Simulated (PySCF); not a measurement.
**A computed series [M(NH3)3]2+**

Computed with PySCF 2.14.0, PBE0, def2-SVP on the ligands, density fitting, scalar-relativistic core potentials, no spin-orbit coupling, vacuum. Each member is relaxed from one template within its symmetry. Distances are means of the shortest metal–ligand contacts, charges and spins Mulliken's; removal energies are rigid, with the ligand's formal charge and no counterpoise, so too large; for an anion taken off a cation in vacuum most of it is the attraction of opposite charges, and multiply charged cations can part far more cheaply with an electron moved from ligand to metal. lcecp potentials hold a fixed number of 4f electrons in the core, out of states, spins and gaps.

```
metal      basis on the metal  point group  M–NH3 (Å)  charge on M (e)  removal of one NH3 (eV)  strongest infrared band, degenerate modes summed (cm⁻¹)  unstable modes (below −25 cm⁻¹)
   La  lcecp-0-SVP with ECP47          C3h      2.779             1.38                     1.86                                                        –                         3 (soft)
   Nd  lcecp-0-SVP with ECP50           C1      2.718             1.32                     1.96                                                        –                        not given
   Eu  lcecp-0-SVP with ECP53          C3h      2.661             1.31                     2.04                                                        –                         3 (soft)
   Dy  lcecp-0-SVP with ECP56          C3h      2.617             1.28                     2.11                                                        –                         3 (soft)
   Pb     def2-SVP with ECP60           C3      2.491             1.08                     2.36                                                     3539                                0
```

Question: What does the calculation give for Yb, lcecp-0-SVP with ECP60?

Answer: point group: C3h, M–NH3 (Å): 2.569, charge on M (e): 1.24, removal of one NH3 (eV): 2.20, unstable modes (below −25 cm⁻¹): 3 (soft).
```xyz
13

Yb    0.0000    0.0000    0.0000
N     2.5693    0.0001    0.0000
H     3.0028   -0.4657    0.8066
H     3.0028   -0.4657   -0.8066
H     3.0029    0.9313    0.0000
N    -1.2847    2.2250    0.0000
H    -1.0981    2.8333    0.8066
H    -1.0981    2.8333   -0.8066
H    -2.3080    2.1349    0.0000
N    -1.2846   -2.2251    0.0000
H    -1.9047   -2.3676    0.8066
H    -1.9047   -2.3676   -0.8066
H    -0.6949   -3.0662    0.0000
```

From La to Yb the M–NH3 distance shrinks by 0.21 Å, the lanthanide contraction, and the energy to remove one NH3 rises by 0.34 eV.

Members with unstable modes aren't minima as they stand: saddle points kept by symmetry or, where the modes are soft, flat surfaces and noise. Moved off a saddle point of the template and relaxed again: Nd, Pb. One start shape was tried for each, so a minimum needn't be the lowest isomer. Oxidation states forced by the potential, rare, strongly oxidising or of another configuration in reality: [La(NH3)3]2+, [Nd(NH3)3]2+, [Dy(NH3)3]2+.
